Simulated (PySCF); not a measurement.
# How methods differ on the ionisation energy of Ba

Ba [Xe] 6s2 → Ba⁺ [Xe] 6s1 [6s1/2^1, M_J = 1/2], as a difference of total energies. Computed with PySCF 2.14 in x2c-QZVPPall-2c (16s16p11d5f2g, 172 functions), with the two-component X2C-1e Hamiltonian. Correlated levels: [Kr] 4d10 frozen; the 60 highest virtual spinors dropped. "Screened" scales the spin-orbit matrix elements by Boettger's factors to mimic the two-electron term; Breit and QED terms are absent.

| method | ionisation energy (eV) |
| --- | --- |
| GHF (screened spin-orbit) | 4.273 |
| GMP2 (screened spin-orbit) | 5.109 |

**Question.** How much does correlation contribute at GMP2 (screened spin-orbit)?

**Answer.** 5.109 − (4.273) = 0.836 eV, measured against GHF (screened spin-orbit).

For comparison: 5.212 eV (measured; NIST Atomic Spectra Database, ionization energies).
